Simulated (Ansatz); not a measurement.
A nudged elastic band was laid between two geometries of F3H3O2W (9 atoms, charge 0, multiplicity 1).

Computed with Ansatz, RKS PBE0-D4/def2-SVP.

```
movable images  : 5
climbing image  : yes
spring          : 5.0 eV/Å²
optimiser       : quadratic models (default)
start path      : through a guess of the saddle point
force threshold : 0.05 eV/Å
iteration limit : 60
end points      : relaxed
```

Initial state:

```xyz
9
Properties=species:S:1:pos:R:3
W -0.038 0.026 -0.067
H -0.202 -0.217 1.614
F 1.678 0.597 0.445
O -0.262 1.872 -0.233
H 0.456 2.518 -0.189
O -1.872 -0.207 0.186
H -2.342 -0.143 1.025
F 0.787 -1.639 0.078
F -0.397 -0.567 -1.815
```

Final state:

```xyz
9
Properties=species:S:1:pos:R:3
W -0.588 -0.346 -0.355
H 1.522 1.184 0.903
F 2.318 0.709 1.015
O -0.120 1.360 0.332
H -0.511 2.129 -0.125
O -2.396 -0.203 0.070
H -2.558 -0.172 1.036
F -0.428 -2.157 -0.036
F 0.569 -0.262 -1.796
```

Q: What changes between the two ends?

A: Bonds broken: W1–H2, W1–F3. Bonds formed: H2–F3. F3H3O2W becomes F2H2O2W + FH.

Q: What energy profile does the band end with?

A: The run converged. The highest image is number 4 of 0 to 6, 1.66 eV above the first end and 0.13 eV above the last; the last end lies 1.53 eV above the first. The profile has 2 maxima (images 1, 4) with wells between them (image 2): this band takes more than one step, which may be the mechanism or a detour left from its start path. Neighbouring images differ by up to 1.5 eV, so the band resolves the path poorly. A vibrational analysis at the climbing image gives one clearly imaginary mode, 100i cm⁻¹: a first-order saddle point. The orbitals stay closed-shell, which can raise the energy where a bond breaks towards radicals; this wasn't checked here.

```
image  path coordinate (Å)  energy (eV)  W1–H2 (Å)  W1–F3 (Å)  H2–F3 (Å)
    0                 0.00         0.00       1.71       1.88       2.36
    1                 1.36         0.04       1.71       1.87       2.26
    2                 2.72         0.01       1.71       1.87       2.20
    3                 4.07         1.48       1.75       1.99       1.66
    4                 5.42         1.66       2.98       2.68       0.93
    5                 6.62         1.64       2.88       2.83       0.93
    6                 7.81         1.53       2.89       3.38       0.93
```

Q: What is the geometry of the highest image?

A: 
```xyz
9
Properties=species:S:1:pos:R:3
W -0.468 -0.004 -0.208
H 1.977 -0.183 1.494
F 2.086 0.051 0.605
O -0.516 1.842 0.100
H -0.973 2.332 -0.612
O -2.322 -0.220 -0.094
H -2.646 0.005 0.804
F -0.069 -1.644 0.587
F 0.738 0.062 -1.631
```

The run took 9 min on 2 threads of Arm Neoverse V1, with other jobs on the host, peak memory 0.3 GiB.
